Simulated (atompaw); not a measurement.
Reading a pseudo-wave (Nb (Z = 41))

Columns: radius, all-electron u(r) and pseudo u(r) of the 5p shell (level -3.42 eV) of niobium in the configuration [Ar] 3d10 4s2 4p6 4d4 5s0.5 5p0; LDA (PW92), non-relativistic, PAW (atompaw) scheme, atompaw 4.2.0.5.

| r (bohr) | all-electron | pseudo |
| --- | --- | --- |
| 0.098 | 0.0774 | 0.0007 |
| 0.196 | -0.0397 | 0.0028 |
| 0.294 | -0.1220 | 0.0060 |
| 0.392 | -0.1093 | 0.0100 |
| 0.490 | -0.0405 | 0.0145 |
| 0.588 | 0.0434 | 0.0188 |
| 0.687 | 0.1188 | 0.0226 |
| 0.785 | 0.1733 | 0.0251 |
| 0.883 | 0.2049 | 0.0257 |
| 0.981 | 0.2153 | 0.0240 |
| 1.079 | 0.2080 | 0.0195 |
| 1.177 | 0.1868 | 0.0118 |
| 1.275 | 0.1553 | 0.0006 |
| 1.373 | 0.1169 | -0.0141 |
| 1.471 | 0.0741 | -0.0325 |
| 1.569 | 0.0289 | -0.0543 |
| 1.667 | -0.0170 | -0.0793 |
| 1.765 | -0.0626 | -0.1070 |
| 1.863 | -0.1070 | -0.1369 |
| 1.962 | -0.1501 | -0.1687 |
| 2.060 | -0.1905 | -0.2012 |
| 2.158 | -0.2284 | -0.2339 |
| 2.256 | -0.2638 | -0.2661 |
| 2.354 | -0.2965 | -0.2972 |
| 2.452 | -0.3266 | -0.3267 |
| 2.550 | -0.3540 | -0.3540 |

Question: How many radial nodes do the two functions have?

Answer: The all-electron 5p function has n − l − 1 = 3; the pseudo-wave has 1, since 1 lower shell of the same l stays in the valence.

Question: Is the pseudo-wave norm-conserving?

Answer: No, it belongs to a PAW set: the norm inside the radius is not constrained, and the difference is carried by the augmentation charge.
